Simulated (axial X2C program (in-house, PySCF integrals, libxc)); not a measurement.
TaB: properties at the nuclei

Computed with an in-house all-electron X2C program for linear molecules (integrals from PySCF): two-component X2C with atomic mean-field Coulomb and Gaunt terms, Gaussian nuclei, basis Ta dyall-cv3z, B dyall-v3z with contracted cores.

R = 2.071 Å (near the PBE0 minimum at charge 0 of the determinant lowest at the starting distance; the state shown can have its own minimum elsewhere).

Determinant lowest in the PBE0 search, Ω = 3 (⟨Sz⟩ = 2.96, ⟨Lz⟩ = 0.04 at PBE0), spin on the atoms Ta 2.15, B 0.81:

```
    level  Eeff magnitude (GV/cm)  Ws magnitude Ta (kHz)  A∥/gI Ta (MHz)  qzz Ta (a.u.)  A∥/gI B (MHz)  qzz B (a.u.)  μ (D)
     PBE0                    23.6                   6.37            1630           0.87           26.6         -0.16  -3.09
       HF                    20.9                   4.96            1370           1.20           20.5         -0.22  -4.66
BHandHLYP                    24.6                   6.51            1660           0.68             32         -0.18  -3.53
    B3LYP                    25.6                   7.14            1690           0.52           34.9         -0.16  -2.95
     BP86                    25.2                   7.13            1690           0.62           31.9         -0.15  -2.54
```

Determinant 0.19 eV from it at PBE0 and this distance, Ω = 1 (⟨Sz⟩ = 1.96, ⟨Lz⟩ = -0.96 at PBE0), spin on the atoms Ta 1.60, B 0.36:

```csv
level,Eeff magnitude (GV/cm),Ws magnitude Ta (kHz),A∥/gI Ta (MHz),qzz Ta (a.u.),A∥/gI B (MHz),qzz B (a.u.),μ (D)
PBE0,27.3,24.4,4930,-4.40,133,-0.08,-3.80
HF,24.4,20.8,4330,-5.28,119,-0.22,-3.60
BHandHLYP,26.7,23.4,4940,-4.32,140,-0.14,-3.99
B3LYP,27.8,25,4980,-4.61,149,-0.09,-3.70
BP86,27.6,25.2,5000,-4.85,145,-0.06,-3.45
```

Eeff is the effective electric field on the electron electric dipole moment in this Ω state and Ws the scalar–pseudoscalar constant of the nucleus named (defined with the proton number Z and per Ω); A∥ (defined per Ω) follows by multiplying with gI = μI/(I μN); qzz is the electric field gradient, eQq0 = 234.96 MHz × Q/barn × qzz; μ is positive if the B end (last atom) is positive. The operators were transformed with the bare-nucleus X2C matrices; with these basis sets, hyperfine constants and field gradients can be off by tens of per cent, and where levels differ in sign neither size nor sign is settled.

Problem. With gI(181Ta) = 0.6773, gI(11B) = 1.7924, Q(11B) = 0.04059 barn (g factors from the IAEA table of nuclear moments by Stone; Q from Pyykkö, Mol. Phys. 2018), turn the PBE0 values of the first state into constants in MHz.

Solution. A∥(181Ta) = 1630 × 0.6773 = 1100 MHz; A∥(11B) = 26.6 × 1.7924 = 47.7 MHz; eQq0(11B) = 234.96 × (0.04059) × (-0.16) = -1.53 MHz.

Each state is one determinant with collinear spin, which with several unpaired electrons need not be a pure state. Unrestricted Hartree–Fock can overshoot spin polarisation at the nuclei. This is the top spin component of a Σ state; components of lower Ω are not single determinants and can lie lower. With several open shells hyperfine constants can be off by a factor of several. Open-shell Ω = 0 determinants with evenly filled partner blocks cannot be reached by this program, so the Ω shown need not be the lowest component. At B3LYP, BHandHLYP a later determinant lies lower. States lie within half an eV, so the first need not be the ground state. Further determinants of the search, some of them spin-mixed, are not shown. Where a field gradient or hyperfine factor spreads by more than a factor of two over the levels, a constant derived from it is not to be relied on. PBE0 term energies can be off by some tenths of an eV.
